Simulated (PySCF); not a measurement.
**How the method changes the constants of InB**

State: ³Π (triplet), unpaired electrons σ ↑, π ↑. Set-up: In def2-SVPD with ECP28, B def2-SVPD; scalar-relativistic core potentials (PySCF 2.14). De refers to In + B in their high-spin ground configurations, without counterpoise correction. The functionals are run spin-unrestricted. A positive dipole means In(−)B(+).

```
      Level  Re (Å)  ωe (cm⁻¹)  De (eV)  μ (D)
        UHF   2.445        393     1.02  -1.78
    UHF-MP2   2.425        405     1.47    n/a
UHF-SCS-MP2   2.433        401     1.30    n/a
   UHF-CCSD   2.441        385     1.36    n/a
UHF-CCSD(T)   2.443        382     1.45    n/a
        PBE   2.458        356     1.96  -1.87
       BLYP   2.492        334     1.71  -1.97
       TPSS   2.460        360     1.81  -1.87
     r²SCAN   2.431        379     1.92  -1.68
    r²SCANh   2.425        385     1.86  -1.70
       PBE0   2.430        382     1.80  -1.90
  CAM-B3LYP   2.418        389     1.57  -2.01
```

**Question.** Which functional lies closest to UHF-CCSD(T) in De, which farthest, and by how much do they differ from it?

**Answer.** Closest is CAM-B3LYP (-2.5 pm in Re, +1.8 % in ωe, +0.12 eV in De against UHF-CCSD(T) in the same basis), farthest PBE (+1.5 pm in Re, -6.8 % in ωe, +0.51 eV in De). CCSD(T) converges more slowly with the basis than the functionals do and binds too weakly in this one, so the order can change at the basis-set limit.

**Question.** What does the step from GGA to meta-GGA do here, going from PBE to r²SCAN?

**Answer.** r²SCAN less PBE: -2.7 pm in Re, +6.5 % in ωe, -0.04 eV in De. 

**Question.** What does second-order correlation do here, going from UHF to UHF-MP2?

**Answer.** UHF-MP2 less UHF: -2.0 pm in Re, +3.1 % in ωe, +0.45 eV in De. Correlation nearly always deepens the well. The bond shortens, as in weak, metallic or heavy-atom bonds, where dispersion and the correlation of outer-core electrons pull the atoms together.

Correlated steps freeze 5 core orbitals. Correlated levels converge slowly with the basis: in double zeta they bind strong bonds too weakly, by up to about 1 eV, and carry superposition errors of some tenths. Spin–orbit coupling is left out, which matters for elements this heavy, above all for dissociation energies. The state was picked by a PBE0 search and need not be the measured ground state.
